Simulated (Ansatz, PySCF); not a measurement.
Gas-phase reaction in SMILES: [SiH][SiH3] + 2 [H][H] (H2) → 2 [SiH4] (SiH4)
Structures are relaxed separately at B3LYP-D3(BJ)/def2-TZVP in Ansatz (a first-principles code). Unstable Hartree-Fock reference: [SiH][SiH3].

Wanted: energy of full hydrogenation (enthalpy at 298 K, with B3LYP-D3(BJ) rigid-rotor harmonic-oscillator terms from PySCF), in eV. Correlated levels leave the core frozen unless marked. Spin-orbit coupling is left out. No relativistic terms. CBS marks a two-point X^-3 extrapolation of the correlation energy; Hartree-Fock from the larger set.

```csv
level,program,energy of full hydrogenation (eV)
SVWN5/def2-TZVPD,Ansatz,…
PBE0-D3(BJ)/def2-TZVP,Ansatz + dftd3,-2.61
r2SCANh-D4/def2-TZVPD,Ansatz + dftd4,…
HSE06-D3(BJ)/def2-TZVPD,Ansatz + dftd3,…
CAM-B3LYP/def2-TZVPD,Ansatz,-2.79
B2PLYP-D3(BJ)/def2-TZVPD,Ansatz + dftd3,-2.61
RPA@PBE/cc-pV(T+d)Z,Ansatz,…
"CCSD(T)/CBS(cc-pV(T+d)Z,cc-pV(Q+d)Z)",Ansatz,-2.61
```

Question: Some entries are withheld; supply them.

Answer: 
- SVWN5/def2-TZVPD, energy of full hydrogenation (eV): -2.72
- r2SCANh-D4/def2-TZVPD, energy of full hydrogenation (eV): -2.71
- HSE06-D3(BJ)/def2-TZVPD, energy of full hydrogenation (eV): -2.60
- RPA@PBE/cc-pV(T+d)Z, energy of full hydrogenation (eV): -2.45
